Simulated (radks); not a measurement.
Valence configurations of Pt+ (all share [Xe]). Method: scalar-relativistic Kohn-Sham, SCAN, spin-polarised, spherical densities, finite nucleus; open shells are filled with parallel spins first (spin-orbit coupling, left out, can overturn this in heavy ions); meta-GGA in the generalised Kohn-Sham scheme; Fermi nuclear charge, rms radius 5.427 fm; computed with a radial shooting solver on a logarithmic mesh with Libxc functionals. Energies are relative to 4f14 5d9; eigenvalues in eV for spin up.

4f14 5d9: E (eV) 0.000; moment (Bohr magnetons) 1; e(4f) -79.107; e(5d) -14.787
4f14 5d7 6s2: E (eV) 3.371; moment (Bohr magnetons) 3; e(4f) -86.069; e(5d) -20.085; e(6s) -15.818
4f14 5d8 6s1: E (eV) 0.728; moment (Bohr magnetons) 3; e(4f) -82.502; e(5d) -17.454; e(6s) -14.931
4f13 5d9 6s1: E (eV) 71.745; moment (Bohr magnetons) 3; e(4f) -94.385; e(5d) -18.478; e(6s) -15.038
4f13.5 5d9.5: E (eV) 33.606; moment (Bohr magnetons) 1; e(4f) -84.876; e(5d) -15.186
4f13 5d10: E (eV) 69.398; moment (Bohr magnetons) 1; e(4f) -90.734; e(5d) -15.576
4f13 5d9 6p1: E (eV) 79.161; moment (Bohr magnetons) 3; e(4f) -96.079; e(5d) -20.118; e(6p) -8.634
4f13 5d9 6s0.5 6p0.5: E (eV) 75.473; moment (Bohr magnetons) 3; e(4f) -95.233; e(5d) -19.321; e(6p) -8.205; e(6s) -15.656
4f14 5d8 6p1: E (eV) 8.076; moment (Bohr magnetons) 3; e(4f) -84.143; e(5d) -19.047; e(6p) -8.647
4f14 5d8.5 6s0.5: E (eV) 0.435; moment (Bohr magnetons) 2; e(4f) -80.800; e(5d) -16.153; e(6s) -14.124

NIST lists [Xe] 4f14 5d9 as the ground configuration; this level of theory agrees among the configurations tried. The energies are those of spherical high-spin densities, not of single terms.
